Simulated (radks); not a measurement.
Values are calculated unless marked as measured or tabulated.
Ionisation of neutral chromium, [Ar] 3d5 4s1, to [Ar] 3d5 as the strength of local exchange is varied. Code: a radial shooting solver on a logarithmic mesh with Libxc functionals. Model: scalar-relativistic Kohn-Sham, Slater X-alpha exchange (alpha = 2/3 is LDA exchange), no correlation, spin-unpolarised, spherical densities, point nucleus.

alpha  E(Cr) (hartree)  exchange (hartree)  IE (eV)  -e of the level emptied (eV)  <r> of it (bohr)
0.667      -1046.51195           -44.49133    6.281                    3.377 (4s)             3.486
0.808      -1055.96646           -54.40171    6.846                    3.896 (4s)             3.377
0.84       -1058.12443           -56.67495    6.980                    4.023 (4s)             3.352
0.865      -1059.81349           -58.45707    7.085                    4.123 (4s)             3.333
1.014      -1069.93734           -69.18985    7.737                    4.759 (4s)             3.216
x          -1065.30496           -64.26810    7.435                    4.462 (4s)             3.269

Which alpha was used in the last row?

Answer. alpha = 0.946. NIST Atomic Spectra Database: 6.767 eV (measured). The Delta-SCF value meets it near alpha = 0.79. Spin polarisation and multiplet splitting are left out, so open shells lie too high by an amount that depends on their filling.

Beside tabulated values, note that spin-unpolarised runs miss the spin-polarisation part of the exchange energy of open shells.
